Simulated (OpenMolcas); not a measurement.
A calculation on Si³⁺.

```json
{
  "Program": "OpenMolcas",
  "Method": "CASSCF",
  "Basis": "ANO-RCC-VQZP [6s5p3d2f1g]",
  "Scalar Hamiltonian": "DKH2, point nucleus",
  "Active space": "1 electron in 8 orbitals (3s 3p 4s 4p)",
  "State averaging": "2S+1 = 2 even, 1 root; 2S+1 = 2 odd, 3 roots",
  "Spin-orbit coupling": "state interaction with AMFI integrals over the reference wave functions, term energies averaged over their components"
}
```

Task: Which level of the active space comes out lowest?

Result: 3s 2S 1/2, with 100 % of that term; it is also the measured ground level.

Task: How high does 3p 2P* 1/2 lie?

Result: 70702 cm-1 above the lowest level; measured 71288 cm-1 above the ground level, so the calculation is off by -1 %.

Task: How high does 3p 2P* 3/2 lie?

Result: 71083 cm-1 above the lowest level; measured 71749 cm-1 above the ground level, so the calculation is off by -1 %.

Measured values: NIST levels in Kelleher and Podobedova, J. Phys. Chem. Ref. Data 37, 1285 (2008).

With one active electron outside closed inactive shells, the extra shells (4p 4s) add no correlation to the reference. With one active electron the reference holds no correlation, so core polarisation is missing. Measured partners are found by configuration, term and J. A level has none where our copy of the source lacks it or the pairing is in doubt (some pairs that miss far off the trend of their configuration count as doubtful), and it then counts in no deviation. Only configurations of the active space appear.

* marks odd parity.
